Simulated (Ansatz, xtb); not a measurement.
Species: AsH₅, charge 0, multiplicity 1. 
Geometry from a B3LYP-D3(BJ)/def2-TZVP (Ansatz, a first-principles code) optimisation:
SMILES: [AsH5]
```xyz
6

As     0.0000     0.0000     0.0000
H      0.0069    -0.0006     1.6054
H     -0.0069     0.0006    -1.6054
H      1.5317     0.0008    -0.0066
H     -0.7666     1.3261     0.0038
H     -0.7651    -1.3269     0.0028
```
Charge 0, spin multiplicity 1.

Harmonic wavenumbers from GFN2-xTB (xtb, at its own minimum), cm⁻¹: 435, 436, 818, 928, 929, 1268, 1268, 1279, 1430, 1985, 1994, 1995.

Task: Give the harmonic wavenumbers at B3LYP-D3(BJ)/def2-TZVP (Ansatz, finite differences of forces, unscaled).

Result: 488, 488, 1037, 1042, 1042, 1286, 1286, 1674, 1727, 2097, 2097, 2115 cm⁻¹. Zero-point energy 23.4 kcal/mol.

Task: From these and the geometry, give the ideal-gas thermochemistry at 298.15 K and 1 atm (rigid rotor, harmonic oscillator).

Result: Point group D3h, rotational symmetry number 6. Rotational constants 71.23, 57.8, 57.8 GHz. S(trans) 39.05, S(rot) 14.29, S(vib) 1.68, S(elec, spin only) 0.00, S 55.0 cal/(mol K). H(298) - H(0) 2.74 kcal/mol; G - E(el) 9.8 kcal/mol.
